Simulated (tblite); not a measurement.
Record of a relaxation.

Compound: C3H7GeO3 (charge -1).
Atom-mapped SMILES: `[CH3:1][C@@H:2]([O:3][GeH3:4])[C:5](=[O:6])[O-:7]` (hydrogens: H8, H9, H10 on C1; H11 on C2; H12, H13, H14 on Ge4)
Bond orders are those of one Lewis drawing.

Computed with GFN2-xTB (tblite), gas phase: L-BFGS steps from a force-field or distance-geometry start until the largest atomic force falls under 0.01 eV/Å. 7 of its 109 geometries are shown.

Step 0: E = -662.2582 eV, largest atomic force 6.567 eV/Å
```
atom  x, y, z in Å  |  force x, y, z in eV/Å
C1     -1.757   -0.786    0.018   -0.962  -0.303  -0.043
C2     -0.441   -0.039    0.143   -0.201  -0.603   1.122
O3      0.535   -0.699   -0.646    1.218  -0.096   0.525
Ge4     2.179   -0.305   -0.043   -0.401   0.421  -0.301
C5     -0.613    1.381   -0.281   -1.012   6.458   0.632
O6     -0.679    1.668   -1.516    0.300  -1.049   1.882
O7     -0.742    2.394    0.655    0.704  -4.776  -3.030
H8     -2.539   -0.289    0.646    0.657  -0.319  -0.560
H9     -2.096   -0.799   -1.040    0.252   0.071   0.657
H10    -1.651   -1.834    0.369   -0.001   0.468  -0.220
H11    -0.169   -0.073    1.234    0.020   0.134  -0.463
H12     2.344   -0.877    1.403   -0.082   0.141  -0.450
H13     2.391    1.224   -0.010   -0.021  -0.651   0.028
H14     3.239   -0.966   -0.965   -0.469   0.102   0.220
```

Step 18: E = -663.1601 eV, largest atomic force 0.289 eV/Å
```
atom  x, y, z in Å  |  force x, y, z in eV/Å
C1     -1.790   -0.822   -0.023    0.107   0.025   0.009
C2     -0.508   -0.054    0.258    0.087   0.060  -0.006
O3      0.580   -0.723   -0.379   -0.206  -0.203  -0.002
Ge4     2.179   -0.236   -0.047   -0.086   0.064  -0.139
C5     -0.575    1.450   -0.253   -0.049   0.145   0.048
O6     -0.472    1.625   -1.470    0.080  -0.121  -0.009
O7     -0.693    2.284    0.654   -0.037   0.055   0.095
H8     -2.612   -0.382    0.539    0.028   0.019  -0.060
H9     -2.006   -0.779   -1.088   -0.002   0.044   0.005
H10    -1.674   -1.867    0.269   -0.020  -0.067   0.010
H11    -0.313   -0.009    1.341   -0.153  -0.048   0.031
H12     2.518   -0.694    1.369    0.121  -0.054  -0.070
H13     2.464    1.228   -0.090    0.037   0.038  -0.104
H14     2.902   -1.022   -1.111    0.093   0.042   0.192
```

Step 36: E = -663.5429 eV, largest atomic force 0.404 eV/Å
```
atom  x, y, z in Å  |  force x, y, z in eV/Å
C1     -1.756   -0.823   -0.159   -0.044   0.139   0.065
C2     -0.643   -0.098    0.598    0.304   0.187  -0.035
O3      0.579   -0.774    0.537    0.117  -0.015  -0.018
Ge4     2.050   -0.103   -0.222   -0.121   0.177  -0.305
C5     -0.429    1.339    0.001   -0.174  -0.150  -0.146
O6      0.298    1.361   -1.018   -0.117  -0.210   0.120
O7     -0.951    2.283    0.580   -0.313   0.225   0.087
H8     -2.702   -0.433    0.186   -0.343   0.047   0.203
H9     -1.726   -0.632   -1.227    0.375  -0.032  -0.146
H10    -1.723   -1.896    0.016    0.078  -0.058   0.032
H11    -0.925    0.009    1.661   -0.016  -0.042  -0.135
H12     2.992   -0.365    0.949    0.136  -0.227   0.128
H13     2.478    1.282   -0.664    0.270  -0.194   0.082
H14     2.457   -1.149   -1.268   -0.153   0.153   0.067
```

Step 54: E = -664.0010 eV, largest atomic force 0.280 eV/Å
```
atom  x, y, z in Å  |  force x, y, z in eV/Å
C1     -1.548   -0.831   -0.110    0.036  -0.069   0.004
C2     -0.600    0.001    0.765   -0.025   0.042  -0.050
O3      0.672   -0.527    0.887   -0.085   0.085  -0.085
Ge4     1.983   -0.078   -0.256   -0.139   0.169  -0.030
C5     -0.579    1.374    0.025    0.167  -0.081  -0.007
O6      0.468    1.578   -0.644   -0.039  -0.228   0.157
O7     -1.578    2.077    0.107   -0.014   0.213  -0.007
H8     -2.550   -0.411   -0.035    0.053  -0.021  -0.011
H9     -1.219   -0.767   -1.149    0.026  -0.009   0.075
H10    -1.568   -1.882    0.173    0.050  -0.039   0.145
H11    -1.011    0.123    1.781   -0.089   0.023  -0.130
H12     2.942   -0.964    0.589    0.033   0.065  -0.179
H13     2.849    1.139   -0.622    0.013  -0.109   0.232
H14     1.739   -0.831   -1.543    0.013  -0.042  -0.114
```

Step 72: E = -664.1235 eV, largest atomic force 0.101 eV/Å
```
atom  x, y, z in Å  |  force x, y, z in eV/Å
C1     -1.515   -0.897   -0.048   -0.011  -0.034   0.010
C2     -0.626    0.062    0.747    0.025  -0.042  -0.021
O3      0.647   -0.475    0.897   -0.078   0.054   0.016
Ge4     1.923   -0.059   -0.288    0.013   0.000   0.005
C5     -0.566    1.402   -0.036    0.024   0.026  -0.070
O6      0.493    1.543   -0.703    0.010   0.004  -0.008
O7     -1.511    2.179    0.021   -0.062  -0.059   0.053
H8     -2.536   -0.528   -0.097   -0.008   0.062   0.005
H9     -1.116   -0.989   -1.060   -0.012   0.012   0.075
H10    -1.503   -1.882    0.421   -0.017   0.005  -0.015
H11    -1.061    0.240    1.744    0.028   0.008  -0.040
H12     2.817   -1.186    0.318    0.061   0.036  -0.037
H13     2.867    1.135   -0.251   -0.007  -0.054   0.064
H14     1.686   -0.547   -1.699    0.034  -0.018  -0.040
```

Step 90: E = -664.1447 eV, largest atomic force 0.074 eV/Å
```
atom  x, y, z in Å  |  force x, y, z in eV/Å
C1     -1.586   -0.891   -0.002    0.026   0.011  -0.003
C2     -0.606    0.037    0.716    0.038  -0.021   0.002
O3      0.654   -0.544    0.802   -0.023  -0.005   0.038
Ge4     1.970   -0.052   -0.297   -0.031   0.015   0.024
C5     -0.562    1.361   -0.099   -0.002   0.034   0.047
O6      0.485    1.502   -0.782   -0.033   0.009   0.020
O7     -1.522    2.122   -0.034    0.025  -0.034  -0.027
H8     -2.566   -0.420   -0.046    0.007  -0.045   0.006
H9     -1.215   -1.051   -1.014   -0.049  -0.050   0.013
H10    -1.647   -1.853    0.510   -0.031   0.048  -0.031
H11    -0.972    0.251    1.734    0.024   0.020  -0.048
H12     2.888   -1.189    0.266   -0.014   0.037   0.000
H13     2.817    1.178   -0.032    0.035  -0.059  -0.027
H14     1.861   -0.451   -1.753    0.029   0.039  -0.014
```

Step 108: E = -664.1545 eV, largest atomic force 0.009 eV/Å
```
atom  x, y, z in Å  |  force x, y, z in eV/Å
C1     -1.639   -0.903    0.044   -0.001   0.002  -0.001
C2     -0.596    0.015    0.680    0.000   0.002   0.000
O3      0.651   -0.592    0.723   -0.002   0.000   0.000
Ge4     2.002   -0.024   -0.303   -0.005  -0.003   0.003
C5     -0.556    1.338   -0.138    0.001   0.001  -0.003
O6      0.530    1.538   -0.740   -0.001  -0.002   0.006
O7     -1.553    2.052   -0.142    0.002  -0.004  -0.002
H8     -2.588   -0.375   -0.022   -0.005   0.000   0.000
H9     -1.308   -1.174   -0.958    0.001  -0.001   0.000
H10    -1.762   -1.813    0.631    0.004  -0.003  -0.003
H11    -0.909    0.266    1.706    0.007   0.004   0.004
H12     2.882   -1.214    0.197    0.000   0.002   0.000
H13     2.865    1.159    0.088    0.000   0.002   0.001
H14     1.978   -0.275   -1.797    0.000  -0.001  -0.005
```

Question: Summarise the path.

Answer: The energy falls by 182.97 kJ/mol from step 0 to step 108; nine tenths of that is first reached at step 52. It rises by more than 0.2 meV at step 28. The largest force goes from 6.567 to 0.009 eV/Å. Among the bonds C5–O7 changes most, from 1.385 to 1.226 Å; the atoms move by 0.955 Å rms after alignment.

The cost below is that of the whole relaxation. The run took 0.58 s wall on an Intel Xeon Platinum 8488C with one thread, no GPU, on a shared host.
